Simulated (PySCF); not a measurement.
Shapes and spin states of [TcH5]-

Computed with PySCF, PBE0, basis Tc def2-TZVPD with ECP28, H def2-TZVPD (scalar-relativistic core potentials, no spin–orbit coupling, density fitting).

Relaxations began from a few typed shapes and spin states; open shells are unrestricted. The search is not exhaustive: other isomers or separated fragments can lie lower, and high-lying points may rest on an excited occupation.

Task: Which is the lowest minimum found?
A. quartet C4v: Tc–H 1.626 Å, Tc–H 1.737 Å (×4); H–Tc–H 86.5° (×4), H–Tc–H 104.3° (×4), H–Tc–H 151.5° (×2)
B. quartet C2v: Tc–H 1.662 Å (×2), Tc–H 1.778 Å (×3); H–Tc–H 65.4°, H–Tc–H 89.5° (×2), H–Tc–H 90.4° (×4), H–Tc–H 147.3° (×2), H–Tc–H 179.0°
C. quartet Cs: Tc–H 1.643 Å (×2), Tc–H 1.726 Å, Tc–H 1.742 Å, Tc–H 1.796 Å; H–Tc–H 61.8°, H–Tc–H 76.4° (×2), H–Tc–H 78.7° (×2), H–Tc–H 92.2°, H–Tc–H 117.0°
D. doublet C2v: Tc–H 1.625 Å, Tc–H 1.644 Å (×2), Tc–H 1.711 Å (×2); H–Tc–H 73.1° (×2), H–Tc–H 98.6° (×4), H–Tc–H 118.0°, H–Tc–H 121.0° (×2), H–Tc–H 146.2°
E. quartet C5v: Tc–H 1.711 Å (×5); H–Tc–H 71.6° (×5), H–Tc–H 142.4° (×5)

Result: E. The others lie at 44.7 (quartet Cs), 52.1 (quartet C2v, a saddle point), 53.1 (quartet C4v, a saddle point), 99.0 (doublet C2v, a saddle point) kJ/mol above it.

For the lowest minimum: other spin states or occupations of the open shell can lie lower. The lowest empty level of this anion is unbound, so it and the gap depend on the basis.
